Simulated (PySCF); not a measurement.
Compound: C6H9NS.
SMILES with atom numbers: `[CH3:1][C@@H:2]([SH:3])[C@@H:4]1[CH2:5][C@@H:6]1[C:7]#[N:8]` (hydrogens: H9, H10, H11 on C1; H12 on C2; H13 on S3; H14 on C4; H15, H16 on C5; H17 on C6)

Computed by this run: PySCF 2.14.0, PBE0-D3(BJ)/def2-SVP geometry optimisation, gas phase; density fitting, grid level 1; the optimiser is geomeTRIC in internal coordinates, started from a GFN2-xTB structure with every atom displaced at random (about 0.01 Å).

Step 0: E = -18671.1096 eV
```
atom  x, y, z in Å  |  force x, y, z in eV/Å
C1     -1.3632    1.2901    0.4106   -0.908   0.766   0.401
C2     -0.7768   -0.0512    0.6922    0.381  -0.728   0.052
S3     -2.1127   -1.3329    0.8720    0.592  -0.014  -0.330
C4      0.1621   -0.4969   -0.4312   -1.945  -0.142   0.641
C5      1.2308   -1.4735   -0.1671    0.025   0.743   0.996
C6      1.5642   -0.0204   -0.4621    0.488  -0.282  -0.282
C7      2.0539    0.8026    0.5875   -0.265  -0.414  -0.601
N8      2.4370    1.4837    1.4272    0.519   0.891   1.139
H9     -0.5949    2.0626    0.3303    0.308   0.164  -0.096
H10    -2.0462    1.6170    1.2281    0.274  -0.170  -0.270
H11    -1.9673    1.2809   -0.5059    0.031  -0.013  -0.145
H12    -0.2131   -0.0276    1.6437   -0.056  -0.050  -0.139
H13    -2.7197   -0.7390    1.9078   -0.123   0.142   0.208
H14    -0.3902   -0.5649   -1.3734    0.271   0.039  -0.251
H15     1.3687   -1.8190    0.8592   -0.017   0.075   0.079
H16     1.4782   -2.1904   -0.8978    0.369  -0.971  -1.148
H17     2.0040    0.2215   -1.4274    0.054  -0.036  -0.254
```

Step 1: E = -18671.2191 eV
```
atom  x, y, z in Å  |  force x, y, z in eV/Å
C1     -1.4315    1.3207    0.3831    0.103  -0.128  -0.059
C2     -0.7712   -0.0171    0.6693    0.099   0.021   0.116
S3     -1.9439   -1.3895    0.9825   -0.173   0.099   0.019
C4      0.1235   -0.4734   -0.4550    0.176   0.032   0.040
C5      1.1817   -1.4824   -0.1784    0.155  -0.209  -0.215
C6      1.5857   -0.0491   -0.4352   -0.072  -0.017  -0.016
C7      2.0599    0.7672    0.6482    0.021   0.030  -0.016
N8      2.4154    1.4346    1.5264    0.029   0.003   0.003
H9     -0.6537    2.0935    0.2688   -0.041   0.002  -0.040
H10    -2.0787    1.6226    1.2146   -0.094   0.048   0.074
H11    -2.0389    1.2801   -0.5337   -0.006  -0.006   0.010
H12    -0.1475    0.0816    1.5749   -0.065  -0.003  -0.048
H13    -2.6233   -0.7686    1.9756    0.029  -0.067  -0.062
H14    -0.3366   -0.4893   -1.4480   -0.042   0.020   0.000
H15     1.2627   -1.8498    0.8463    0.013  -0.004   0.054
H16     1.4544   -2.2164   -0.9499   -0.116   0.173   0.156
H17     2.0570    0.1777   -1.3956   -0.014   0.008  -0.018
```

Problem. Estimate the geometry and energy of step 2. (The exact step hangs on the optimiser's Hessian estimate; all steps are aligned on step 1, rigid shifts and turns removed.)

Solution. E = -18671.2308 eV, largest force 0.134 eV/Å
```
atom  x, y, z in Å  |  force x, y, z in eV/Å
C1     -1.4342    1.3121    0.3901    0.007  -0.001   0.014
C2     -0.7735   -0.0211    0.6880    0.034   0.035  -0.005
S3     -1.9769   -1.3791    0.9619   -0.016  -0.015  -0.057
C4      0.1310   -0.4705   -0.4352    0.065   0.002   0.117
C5      1.1938   -1.4799   -0.1732    0.062  -0.048  -0.069
C6      1.5922   -0.0455   -0.4381   -0.072  -0.010   0.022
C7      2.0958    0.7720    0.6318   -0.017   0.009   0.003
N8      2.4799    1.4393    1.4982    0.011  -0.007  -0.010
H9     -0.6639    2.0917    0.2781   -0.009   0.015  -0.021
H10    -2.1012    1.6171    1.2101    0.002   0.004  -0.014
H11    -2.0282    1.2611   -0.5346   -0.013  -0.005   0.004
H12    -0.1681    0.0731    1.6036   -0.001  -0.025   0.011
H13    -2.6742   -0.7685    1.9440    0.013   0.012  -0.002
H14    -0.3399   -0.4822   -1.4238   -0.014  -0.014   0.002
H15     1.2962   -1.8497    0.8504   -0.009   0.032   0.004
H16     1.4440   -2.2085   -0.9481   -0.026   0.014   0.010
H17     2.0421    0.1809   -1.4091   -0.014   0.002  -0.009
```

The energy changes by -0.0117 eV. The first-order estimate −F·Δx gives -0.0198 eV and the mean of the old and new forces, exact on a quadratic surface, -0.0121 eV. The step makes an angle of 76° with the force vector and moves no atom by more than 0.071 Å.

The cost below is that of the whole optimisation. Time: 43 s; peak memory 0.68 GiB. Hardware: AMD EPYC 9R45, one thread, no GPU, shared host with 96 logical CPUs at a one-minute load of 49.
